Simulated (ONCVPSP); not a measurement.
# Hg: one change to an ONCV potential, before and after

```json
{"Element": "mercury", "Generator": "ONCVPSP 4.0.1", "Type": "optimised norm-conserving Vanderbilt (ONCV)", "Functional": "PBEsol", "Relativity": "scalar-relativistic", "Frozen core": "[Kr] 4d10 4f14", "Valence charge": "20", "Reference configuration": "5s2 5p6 5d10 6s1.5 (charge +0.5)", "Partial waves": "5s+6s: rc 1.45 bohr, ncon 4, nbas 9, qcut 10.6 1/bohr, 2 projectors; 5p: rc 1.75 bohr, ncon 4, nbas 8, qcut 7.1 1/bohr, 1 projector; 5d: rc 2.25 bohr, ncon 4, nbas 9, qcut 7.2 1/bohr, 2 projectors, debl 3 Ha", "Local potential": "polynomial inside 1.25 bohr (lpopt 5, dvloc0 0 Ha)", "Core correction": "none"}
```

All-electron outer shells of the reference configuration (PBEsol, scalar-relativistic, ld1.x):

```tsv
shell	level (eV)	outermost node (bohr)	outermost maximum (bohr)
5s	-122.64	0.47	0.82
4f	-100.34	–	0.37
5p	-70.95	0.51	0.93
5d	-14.24	0.55	1.17
6s	-10.71	1.08	2.16
```

Change: p: rc 1.28.

Cutoffs: the cutoffs (Ha) at which the residual kinetic energy of the hardest occupied pseudo-wave falls to 1 and 0.1 mHa per electron; they do not see the model core or the augmentation charge, which bear on the density cutoff. Errors are all-electron minus pseudo energies relative to the spin-unpolarised reference configuration.

**Question.** What does the change do?

**Answer.** The potential gets harder (36 Ha and 41 Ha → 62 Ha and 122 Ha); the errors of the 4 common tests hardly move; neither file shows a bound ghost. A smaller radius makes the pseudo-wave follow the all-electron one further in, where it bends more sharply, so more plane waves are needed.

```tsv
quantity	base	changed
cutoff, loose	36 Ha	62 Ha
cutoff, tight	41 Ha	122 Ha
loose cutoff by channel	s 36 Ha, p 17 Ha, d 18 Ha	s 36 Ha, p 62 Ha, d 18 Ha
bound ghosts	none	none
GHOST(+) flags under 300 eV	none	none
error for 5s2 5p6 5d10 6s2, meV [ΔE -4.38 eV]	+1.6	+1.6
error for 5s2 5p6 5d10 6s1, meV [ΔE 6.36 eV]	-2.0	-2.0
error for 5s2 5p6 5d10 6s0, meV [ΔE 25.36 eV]	-7.6	-7.7
error for 5s2 5p6 5d9 6s0, meV [ΔE 60.92 eV]	-13	-14
s: phases at 1.47 bohr within 0.05 rad from the reference energy up to (Ha; the scan ends near 5)	to the end of the scan	to the end of the scan
d: phases at 2.28 bohr within 0.05 rad from the reference energy up to (Ha; the scan ends near 5)	to the end of the scan	to the end of the scan
```
